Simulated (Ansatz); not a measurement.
Relaxation of H6O2Si2 (10 atoms, charge 0, multiplicity 1), to a largest force component of 0.03 eV/Å in at most 50 steps.

These are results of RKS B3LYP/6-31G* in Ansatz 0.2.0, not measurements.

```xyz
10
Properties=species:S:1:pos:R:3:forces:R:3
Si -0.141 0.446 -0.734 -0.36 0.21 -0.43
Si 1.553 -0.229 2.169 0.11 0.06 0.53
H 0.227 -0.603 2.731 0.03 0.01 -0.03
H 2.619 -0.774 3.057 -0.02 0.03 -0.05
H 1.656 1.252 2.093 0.00 -0.05 0.01
H 1.669 -0.771 0.808 0.21 -0.28 -0.03
O -1.422 1.473 -1.020 -0.04 -0.01 0.00
H -2.307 1.096 -0.864 0.05 0.01 0.00
O -1.028 -0.905 -0.260 0.08 -0.09 0.06
H -0.505 -1.681 -0.003 -0.05 0.09 -0.05
```

Q: Where does it end, and by what steps?

A: The forces met the threshold. The force dipped under the threshold on the way, but the program's further checks kept it going. After 36 steps the energy has fallen by 0.255 eV; Si1 moved furthest, 1.63 Å.

```tsv
step	energy less start (eV)	largest force component (eV/Å)	accepted
0	0.0000	0.527	yes
2	-0.1569	0.449	yes
4	-0.2087	0.243	yes
6	-0.2220	0.263	yes
8	-0.2303	0.201	yes
10	-0.2333	0.348	no
12	-0.2390	0.162	yes
14	-0.2423	0.114	yes
16	-0.2444	0.099	yes
18	-0.2462	0.073	yes
20	-0.2472	0.071	yes
22	-0.2492	0.088	yes
24	-0.2504	0.045	yes
26	-0.2509	0.033	yes
28	-0.2524	0.083	yes
30	-0.2530	0.102	yes
32	-0.2538	0.046	yes
34	-0.2544	0.087	yes
36	-0.2547	0.017	yes
```

```xyz
10
Properties=species:S:1:pos:R:3
Si -1.326 0.033 -1.774
Si 1.511 -0.399 2.423
H 0.102 -0.616 2.838
H 2.399 -0.565 3.606
H 1.681 0.968 1.873
H 1.897 -1.408 1.400
O -2.121 1.296 -1.043
H -1.844 1.503 -0.133
O -0.288 -0.383 -0.512
H 0.307 -1.126 -0.698
```

Whether the end is a true minimum wasn't checked by a vibrational analysis.

Run time: 2.4 min on 1 thread of Arm Neoverse V1 (shared host), peak memory 0.16 GiB.
